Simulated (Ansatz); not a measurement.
Cl₃FHf, SMILES `[F][Hf]([Cl])([Cl])[Cl]`. Total charge 0; spin multiplicity 1. Hf takes the def2 core potential. Geometry: relaxed with PBE0-D4/def2-TZVP.

```xyz
5

F     0.037   -0.481   -1.895
Hf    0.001   -0.018   -0.072
Cl   -2.123   -0.443    0.769
Cl    1.578   -1.298    1.058
Cl    0.506    2.240    0.140
```

Q: What is the dipole moment at ωB97M-V/def2-TZVPP? (An estimate is asked.)

A: Ansatz gave: 0.06 D, with components (0.00, 0.01, 0.05) D in this frame, pointing from negative to positive charge.

Q: And with PBE, r2SCAN, B3LYP? (Estimate.)

A: Ansatz gave: PBE 0.06 D, r2SCAN 0.03 D, B3LYP 0.12 D.

Q: Give the Mulliken charges with ωB97M-V, PBE, B3LYP in def2-TZVPP. (An estimate is asked.)

A: Ansatz gave: 
```json
{"atom": "F1", "ωB97M-V": "-0.29", "PBE": "-0.25", "B3LYP": "-0.31"}
{"atom": "Hf2", "ωB97M-V": "0.89", "PBE": "0.85", "B3LYP": "0.98"}
{"atom": "Cl3", "ωB97M-V": "-0.20", "PBE": "-0.20", "B3LYP": "-0.22"}
{"atom": "Cl4", "ωB97M-V": "-0.20", "PBE": "-0.20", "B3LYP": "-0.22"}
{"atom": "Cl5", "ωB97M-V": "-0.20", "PBE": "-0.20", "B3LYP": "-0.22"}
```

B3LYP here is the variant with VWN-RPA as its local correlation; programs differ in this.
